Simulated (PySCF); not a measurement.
Frontier orbitals and the lowest excitations

Species: N-methylaniline, C7H9N.
SMILES with atom numbers: `[CH3:1][NH:2][c:3]1[cH:4][cH:5][cH:6][cH:7][cH:8]1` (hydrogens: H9, H10, H11 on C1; H12 on N2; H13 on C4; H14 on C5; H15 on C6; H16 on C7; H17 on C8)

Structure used (PBE0-D3(BJ)/def2-SVP), in Å, numbered top down from 1:
```
atom  x, y, z in Å
C1     2.6446   -0.1011   -0.3701
N2     1.6292    0.5267    0.4206
C3     0.2884    0.2758    0.2544
C4    -0.2025   -0.4699   -0.8335
C5    -1.5716   -0.6802   -0.9844
C6    -2.4845   -0.1708   -0.0649
C7    -2.0029    0.5635    1.0215
C8    -0.6428    0.7860    1.1818
H9     3.6317    0.2366   -0.0261
H10    2.6238   -1.2080   -0.3157
H11    2.5570    0.1791   -1.4339
H12    1.9029    0.8646    1.3316
H13    0.4877   -0.8874   -1.5680
H14   -1.9260   -1.2610   -1.8403
H15   -3.5554   -0.3431   -0.1889
H16   -2.7000    0.9720    1.7580
H17   -0.2804    1.3684    2.0344
```

Level of theory: PySCF, TDDFT PBE0/def2-SVPD, vertical, gas phase, core orbitals frozen in the response.

Frontier orbitals with the atoms that hold most of them (Löwdin shares over 4%, at most four atoms; ? is withheld):

```
orbital  ε (eV)                           atoms
 LUMO+2    0.70  C1 28%, H12 15%, H9 14%, N2 8%
 LUMO+1    0.43  C3 20%, C6 20%, C7 14%, C4 10%
   LUMO   -0.04                               ?
   HOMO   -5.67                               ?
 HOMO-1   -7.09  C4 21%, C7 21%, C8 20%, C5 19%
 HOMO-2   -8.46  N2 24%, C6 17%, C3 11%, C5 11%
 HOMO-3   -9.41  C5 13%, C7 13%, C4 12%, C6 11%
```

Task: Which atoms hold the LUMO, and with what shares?

Result: C5 (bonded to 2 C and H) 20%; C8 (bonded to 2 C and H) 20%; C7 (bonded to 2 C and H) 17%; C4 (bonded to 2 C and H) 15%.

Task: Which atoms hold the HOMO, and with what shares?

Result: N2 (bonded to 2 C and H) 28%; C6 (bonded to 2 C and H) 16%; C3 (bonded to 2 C and N) 11%; C8 (bonded to 2 C and H) 11%. By element: carbon 37% or more, nitrogen 28%.

Task: How does S1 compare with the orbital gap of 5.63 eV?

Result: S1 is at 4.64 eV (f = 0.042), 0.99 eV below the gap, made of HOMO→LUMO (91%). 

Task: Give energy, strength and leading configuration of S1 and S3, and follow the Löwdin shares of the leading atoms from the occupied to the empty orbital.

Result: 
- S1 (4.64 eV, f 0.042), HOMO→LUMO (91%): N2 28% → at most 16%, C6 16% → at most 16%, C5 at most 11% → 20%, C8 11% → 20%
- S3 (5.46 eV, f 0.218), HOMO→LUMO+1 (86%): N2 28% → at most 11%, C6 16% → 20%, C3 11% → 20%

One conformer stands for the species.
